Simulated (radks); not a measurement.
All-electron atom: Be II in [He] 2s1.

Calculated with a radial shooting solver on a logarithmic mesh with Libxc functionals: non-relativistic Kohn-Sham, PBE, spin-polarised, spherical densities, point nucleus; open shells are filled with parallel spins first.

Energy parts (hartree):
total: -14.29932
kinetic: 14.24879
electron-nucleus: -31.85618
Hartree: 5.82820
exchange-correlation: -2.52012

Orbitals (lengths in bohr, moments of r in powers of bohr; r(90%) holds 90 % of the orbital's charge):
orbital  occ.  eigenvalue (hartree)  r(90%)
1s up       1              -4.32913   0.758
1s down     1              -4.31038   0.757
2s up       1              -0.53183    3.48

The highest occupied level is 2s up at -14.472 eV. Virial ratio -V/T = 2.00355. Summed over all electrons, <r^2> = 6.447 bohr^2, which gives a Langevin (diamagnetic) susceptibility term of -5.11 x 10^-6 cm^3/mol. Spin moment in Bohr magnetons: 1. The density falls to 0.001 e/bohr^3 at r = 3.43 bohr. The electron density at the nucleus is 35.43 e/bohr^3.
